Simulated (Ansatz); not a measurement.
Input file for Ansatz (a program for electronic structure): R-CCSD(T)/aug-cc-pVDZ on BFH5N (a complex).

Ansatz 0.2 input:
```yaml
crystal:
  periodic: [false, false, false]
  atoms:
    - {symbol: B, position_ang: [-0.12648168, -0.37308079, 1.43733706]}
    - {symbol: F, position_ang: [0.93690420, 0.37918232, 0.92206819]}
    - {symbol: H, position_ang: [-1.22100995, 0.09350058, 1.20949699]}
    - {symbol: H, position_ang: [-0.02571032, -1.56617162, 1.25309006]}
    - {symbol: N, position_ang: [0.05793109, -0.19654714, 3.09406499]}
    - {symbol: H, position_ang: [0.00767695, 0.78687253, 3.34807106]}
    - {symbol: H, position_ang: [0.96514014, -0.55219767, 3.38493113]}
    - {symbol: H, position_ang: [-0.66638814, -0.70056836, 3.59764570]}
basis:
  gaussian:
    orbitals: aug-cc-pVDZ
magnetization: {spin_polarized: false}
correlation: {method: ccsd_t, electrons: outside_noble_gas}
scf: {lower_state_search: off}
```

Output:

```
WARN ansatz: RAYON_NUM_THREADS=1 ignored (pool sized by the plan → 1); use --threads N
Functional definition: HF
these checks for a lower state are left out or cut short: stability, starts, cluster_reference, orbital_swaps, neighbouring_geometries, increment
integrals: 0.19 GiB planned
1084 factors; integrals over basis functions are off by at most 8.0e-4 eV
mean field: 0.23 GiB planned
mean field evaluation 1: about -4937.8692 eV, gradient 3.5e1 eV
mean field evaluation 2: about -4937.8669 eV, gradient 3.5e1 eV
mean field evaluation 4: about -4940.5764 eV, gradient 3.1e0 eV
mean field evaluation 8: about -4940.6071 eV, gradient 1.8e-4 eV
mean field -4940.60712577 eV, -181.5639630083 hartree, gradient 1.7e-6 eV, S^2 0.000000; 0 other end points of the search recorded, 0 dependent functions left out
3 core orbitals not correlated
reference -4940.60712577 eV, -181.5639630083 hartree; 10, 10 occupied and 101, 101 virtual orbitals, 1084 factors
second order -13.73039369 eV of doubles, -0.00000000 eV of singles
coupled cluster: 0.66 GiB planned
cycle   1  -14.15807089 eV  change   -4.3e-1 eV  update   8.2e-2
cycle   2  -14.47498543 eV  change   -3.2e-1 eV  update   2.3e-2
cycle   3  -14.56070680 eV  change   -8.6e-2 eV  update   1.2e-2
cycle   4  -14.55948632 eV  change    1.2e-3 eV  update   2.4e-3
cycle   5  -14.55840853 eV  change    1.1e-3 eV  update   1.2e-3
cycle   6  -14.55869972 eV  change   -2.9e-4 eV  update   3.6e-4
cycle   7  -14.55875017 eV  change   -5.0e-5 eV  update   1.6e-4
cycle   8  -14.55869635 eV  change    5.4e-5 eV  update   5.9e-5
cycle   9  -14.55867670 eV  change    2.0e-5 eV  update   2.0e-5
perturbative correction -0.36452351 eV, -0.0133959918 hartree
Total energy: -4955.53032597 eV, -182.1123805005 hartree
Checks for a lower state left out: stability, starts, cluster_reference, orbital_swaps, neighbouring_geometries, increment
```

The calculation finished and met its thresholds.

Cost: around 7 core-seconds (rough).
